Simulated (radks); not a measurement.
Results of a calculation; reference values are marked as such.
Species: Co XIV. Configuration: [Ne] 3s2 3p2. Code: a radial shooting solver on a logarithmic mesh with Libxc functionals. Model: non-relativistic Kohn-Sham, BLYP, spin-polarised, spherical densities, point nucleus; open shells are filled with parallel spins first.

Normalised radial functions P(r) = r R(r), r in bohr:

r           2s up  2s down    3p up
0.002327   0.1841   0.1841   0.0015
0.002911   0.2267   0.2267   0.0023
0.003642   0.2779   0.2779   0.0035
0.004557   0.3390   0.3390   0.0054
0.005701   0.4108   0.4108   0.0083
0.007132   0.4937   0.4936   0.0128
0.008923   0.5869   0.5869   0.0196
0.01116    0.6883   0.6883   0.0297
0.01397    0.7931   0.7930   0.0448
0.01747    0.8927   0.8926   0.0668
0.02186    0.9739   0.9738   0.0986
0.02735    1.0178   1.0177   0.1433
0.03421    0.9995   0.9994   0.2046
0.0428     0.8903   0.8902   0.2852
0.05355    0.6619   0.6618   0.3863
0.06753    0.2806   0.2805   0.5083
0.08449   -0.2218  -0.2219   0.6306
0.1057    -0.8123  -0.8124   0.7335
0.1322    -1.4019  -1.4021   0.7797
0.1654    -1.8658  -1.8663   0.7222
0.207     -2.0791  -2.0802   0.5171
0.259     -1.9736  -1.9749   0.1467
0.324     -1.5857  -1.5864  -0.3520
0.4053    -1.0571  -1.0562  -0.8725
0.5071    -0.5674  -0.5646  -1.2576
0.6344    -0.2345  -0.2320  -1.3617
0.7936    -0.0702  -0.0692  -1.1489
0.9929    -0.0141  -0.0139  -0.7466
1.242     -0.0017  -0.0017  -0.3607
1.554     -0.0001  -0.0001  -0.1232
1.944     0.0000  0.0000  -0.0273

2s up: eigenvalue -1276.2 eV, 1 radial node at r = 0.0770 bohr, <r> = 0.257 bohr, 90 % of the charge inside 0.396 bohr. 2s down: eigenvalue -1274.8 eV, 1 radial node at r = 0.0770 bohr, <r> = 0.256 bohr, 90 % of the charge inside 0.396 bohr. 3p up: eigenvalue -391.83 eV, 1 radial node at r = 0.278 bohr, <r> = 0.663 bohr, 90 % of the charge inside 0.983 bohr.
